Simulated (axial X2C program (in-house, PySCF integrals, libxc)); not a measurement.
Nuclear properties of InSb

Computed with an in-house all-electron X2C program for linear molecules (integrals from PySCF): two-component X2C with atomic mean-field Coulomb and Gaunt terms, Gaussian nuclei, basis Sb dyall-cv3z, In dyall-cv3z with contracted cores.

R = 2.936 Å (near the PBE0 minimum at charge 0 of the determinant lowest at the starting distance; the state shown can have its own minimum elsewhere).

Input and command:
```json
{"zs": [51, 49], "q": 0, "bas": ["dyall-cv3z", "dyall-cv3z"], "r0": 2.82, "levels": ["PBE0", "HF", "PBE", "r2SCAN", "B3LYP"], "nst": 3}
```
```bash
python soeom.py task.json out
```

Keys: zs atomic numbers; q charge; bas basis sets; r0 starting distance in Å; levels methods; nst determinants followed.

Determinant lowest in the PBE0 search, Ω = 1 (⟨Sz⟩ = 0.95, ⟨Lz⟩ = 0.05 at PBE0), spin on the atoms Sb 0.92, In 0.03:

```json
{"level": "PBE0", "Eeff magnitude (GV/cm)": "2.26", "Ws magnitude Sb (kHz)": "0.345", "Ws magnitude In (kHz)": "1.01", "A∥/gI Sb (MHz)": "-699", "qzz Sb (a.u.)": "-5.50", "A∥/gI In (MHz)": "-85", "qzz In (a.u.)": "-4.74", "μ (D)": "1.98"}
{"level": "HF", "Eeff magnitude (GV/cm)": "9.95", "Ws magnitude Sb (kHz)": "0.057", "Ws magnitude In (kHz)": "5.89", "A∥/gI Sb (MHz)": "-652", "qzz Sb (a.u.)": "-4.83", "A∥/gI In (MHz)": "-95.2", "qzz In (a.u.)": "-4.73", "μ (D)": "2.18"}
{"level": "PBE", "Eeff magnitude (GV/cm)": "1.93", "Ws magnitude Sb (kHz)": "0.318", "Ws magnitude In (kHz)": "0.835", "A∥/gI Sb (MHz)": "-659", "qzz Sb (a.u.)": "-5.63", "A∥/gI In (MHz)": "-117", "qzz In (a.u.)": "-4.54", "μ (D)": "1.78"}
{"level": "r2SCAN", "Eeff magnitude (GV/cm)": "0.259", "Ws magnitude Sb (kHz)": "0.134", "Ws magnitude In (kHz)": "0.338", "A∥/gI Sb (MHz)": "-904", "qzz Sb (a.u.)": "-5.96", "A∥/gI In (MHz)": "-70.4", "qzz In (a.u.)": "-4.94", "μ (D)": "1.79"}
{"level": "B3LYP", "Eeff magnitude (GV/cm)": "3.57", "Ws magnitude Sb (kHz)": "0.61", "Ws magnitude In (kHz)": "1.49", "A∥/gI Sb (MHz)": "-429", "qzz Sb (a.u.)": "-4.99", "A∥/gI In (MHz)": "-125", "qzz In (a.u.)": "-4.47", "μ (D)": "2.08"}
```

Determinant 0.42 eV from it at PBE0 and this distance, Ω = 0 (closed shell), highest spinor 55% Sb p, 32% In p, 10% In s:

```csv
level,qzz Sb (a.u.),qzz In (a.u.),μ (D)
PBE0,-5.94,-4.59,1.63
HF,-5.90,-4.93,1.88
PBE,-6.10,-4.37,1.41
r2SCAN,-6.16,-4.57,1.45
B3LYP,-6.09,-4.54,1.62
```

Eeff is the effective electric field on the electron electric dipole moment in this Ω state and Ws the scalar–pseudoscalar constant of the nucleus named (defined with the proton number Z and per Ω); A∥ (defined per Ω) follows by multiplying with gI = μI/(I μN); qzz is the electric field gradient, eQq0 = 234.96 MHz × Q/barn × qzz; μ is positive if the In end (last atom) is positive. The operators were transformed with the bare-nucleus X2C matrices; with these basis sets, hyperfine constants and field gradients can be off by tens of per cent, and where levels differ in sign neither size nor sign is settled.

(1) With Q(121Sb) = -0.543 barn, gI(115In) = 1.2313, Q(115In) = 0.772 barn (g factors from the IAEA table of nuclear moments by Stone; Q from Pyykkö, Mol. Phys. 2018), turn the PBE0 values of the first state into constants in MHz.

Each state is one determinant with collinear spin, which with several unpaired electrons need not be a pure state. Unrestricted Hartree–Fock can overshoot spin polarisation at the nuclei. A closed determinant beside an open π² or δ² triplet, such as (π1/2)², mixes with its partner pair into the 0⁺ component of the triplet and ¹Σ⁺, so its energy is not that of a level, and 0⁺ can lie lowest. With several open shells hyperfine constants can be off by a factor of several. Where Eeff spreads by more than a factor of two the levels disagree and none is to be relied on. Open-shell Ω = 0 determinants with evenly filled partner blocks cannot be reached by this program, so the Ω shown need not be the lowest component. States lie within half an eV, so the first need not be the ground state. The sign of Ws at Sb differs between levels in the first state. Further determinants of the search, some of them spin-mixed, are not shown. Where a field gradient or hyperfine factor spreads by more than a factor of two over the levels, a constant derived from it is not to be relied on. PBE0 term energies can be off by some tenths of an eV.

## Answers

(1) eQq0(121Sb) = 234.96 × (-0.543) × (-5.50) = 702 MHz; A∥(115In) = -85 × 1.2313 = -105 MHz; eQq0(115In) = 234.96 × (0.772) × (-4.74) = -860 MHz.
